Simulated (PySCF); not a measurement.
Nuclear repulsion and electron count by hand

System: H₃N, charge +1, doublet, geometry from GFN2-xTB (a state made from the parent by changing its charge; the spin is typed, not shown lowest). Level: BHANDHLYP/def2-SVP run with PySCF. Sums are taken with unrounded values, so a last digit can differ.

Coordinates (Å):

```
atom         x         y         z
----  --------  --------  --------
N1     0.00000   0.00000   0.00000
H2     0.01503   1.02772  -0.01945
H3     0.88265  -0.52674   0.01710
H4    -0.89768  -0.50099   0.00235
```

Problem. Work out the nuclear repulsion energy and the numbers of alpha and beta electrons.

Solution. In atomic units each pair adds Z_i Z_j / r_ij, with r in bohr (1 bohr = 0.529177 Å).
| pair | r (Å) | r (bohr) | Z_i Z_j | term (Eh) |
|---|---|---|---|---|
| N1-H2 | 1.0280 | 1.9427 | 7 | 3.6033 |
| N1-H3 | 1.0280 | 1.9427 | 7 | 3.6033 |
| N1-H4 | 1.0280 | 1.9427 | 7 | 3.6033 |
| H2-H3 | 1.7806 | 3.3648 | 1 | 0.2972 |
| H2-H4 | 1.7806 | 3.3648 | 1 | 0.2972 |
| H3-H4 | 1.7806 | 3.3648 | 1 | 0.2972 |
The sum is 11.7015 Eh; PySCF gives 11.7015 Eh. The atomic numbers add up to 10, so at charge +1 there are 9 electrons; multiplicity 2 means 1 unpaired, so 5 alpha and 4 beta.
